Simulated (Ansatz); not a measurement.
Br₂Sb (SMILES [Br][Sb+][Br]), charge +1, singlet, at a GFN2-xTB geometry (core potentials on Sb); Ansatz (a quantum-chemistry and plane-wave program) with PBE/def2-SVPD.

Here is a job for Ansatz.
Ansatz 0.2 input:
```yaml
crystal:
  periodic: [false, false, false]
  atoms:
    - {symbol: Sb, position_ang: [0.80022647, 0.43653749, 0.25183252]}
    - {symbol: Br, position_ang: [-0.95108613, 1.05498921, -1.39399681]}
    - {symbol: Br, position_ang: [-0.21495815, -1.69108670, 1.02704085]}
basis:
  gaussian:
    orbitals: def2-SVPD
hamiltonian:
  xc: pbe
total_charge: 1
```

Write the output that Ansatz gives for this input, abridged.


```
Functional definition: PBE
1242 factors; their error is unknown
mean field evaluation 1: about -146581.5595 eV, gradient 3.5e1 eV
mean field evaluation 2: about -146535.1302 eV, gradient 1.1e2 eV
mean field evaluation 4: about -146586.2512 eV, gradient 7.3e0 eV
mean field evaluation 8: about -146586.3954 eV, gradient 9.0e-2 eV
mean field evaluation 16: about -146586.3954 eV, gradient 1.8e-5 eV
mean field -146586.39541471 eV, -5386.9506716630 hartree, gradient 1.8e-5 eV, S^2 0.000000; 0 other end points of the search recorded, 0 dependent functions left out
reference -146586.39548057 eV, -5386.9506740833 hartree; 46, 46 occupied and 68, 68 virtual orbitals, 1242 factors
Total energy: -146586.39548057 eV, -5386.9506740833 hartree
```
